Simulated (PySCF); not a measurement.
C4H6F2, SMILES F[C@H]1CC[C@@H]1F. Geometry optimised at PBE-D3(BJ)/def2-SVP. The structure was generated by enumeration; whether it is a known compound was not checked.

Problem. Give the equilibrium geometry at PBE-D3(BJ)/def2-SVP (PySCF confirms it by a frequency run) as Cartesian coordinates in Å, and its point group. (Estimate from the structure and the level; the computed values follow.)

Solution. point group C2.
```xyz
12

F     -1.6674    -0.1563    -1.0424
C     -0.6833     0.3463    -0.2218
C     -0.7739     0.0581     1.2911
C      0.7739    -0.0581     1.2911
C      0.6833    -0.3463    -0.2218
F      1.6674     0.1563    -1.0424
H     -0.5560     1.4325    -0.4305
H     -1.2506     0.8177     1.9382
H     -1.2609    -0.9231     1.4583
H      1.2609     0.9231     1.4583
H      1.2506    -0.8177     1.9382
H      0.5560    -1.4325    -0.4305
```
Charge 0, spin multiplicity 1.
